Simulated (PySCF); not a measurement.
Spectrum to structure. The calculation used TDDFT B3LYP/def2-SVPD, vertical, gas phase, core orbitals frozen in the response (PySCF 2.14.0, density-fitted response routines). Geometries: GFN2-xTB, one conformer each.

| state | E (eV) | f |
| --- | --- | --- |
| S1 | 4.96 | 0.0002 |
| S2 | 6.03 | 0.0001 |
| S3 | 6.63 | 0.028 |
| S4 | 7.96 | 0.092 |
| S5 | 8.21 | 0.014 |
| S6 | 8.24 | 0.011 |
| S7 | 8.35 | 0.140 |
| S8 | 8.50 | 0.119 |

Triplets computed (Tamm–Dancoff): 4.44, 5.44, 5.86 eV.

**Question.** Which structure fits?
A. `Cl[SiH](C=C=CC(C)=O)Cl`
B. `Cc1cpc(F)c(Cl)c1`
C. `O=C(Cl)CC(F)(F)F`

**Answer.** C. Its S1, at 4.96 eV, is the highest among the candidates; the nearest of the others has S1 at 4.38 eV. S1 is HOMO→LUMO (98%). S1 has the pattern of n→π* at C=O. At the same level the other candidates give, for their lowest levels:
- `Cc1cpc(F)c(Cl)c1`: 4.38 eV (f 0.022); 4.91 eV (f 0.066); 5.07 eV (f 0.016); 5.68 eV (f 0.274); 5.80 eV (f 0.001); T1 3.10 eV; HOMO -7.11, LUMO -2.12 eV
- `CC(=O)C=C=C[SiH](Cl)Cl`: 3.80 eV (f 0.000); 5.03 eV (f 0.004); 5.27 eV (f 0.000); 5.49 eV (f 0.008); 5.87 eV (f 0.593); T1 3.34 eV; HOMO -7.25, LUMO -1.97 eV

Conformer computed: `[O:1]=[C:2]([Cl:3])[CH2:4][C:5]([F:6])([F:7])[F:8]`: O1–C2–C4–C5 -100°, C2–C4–C5–F6 -65°.
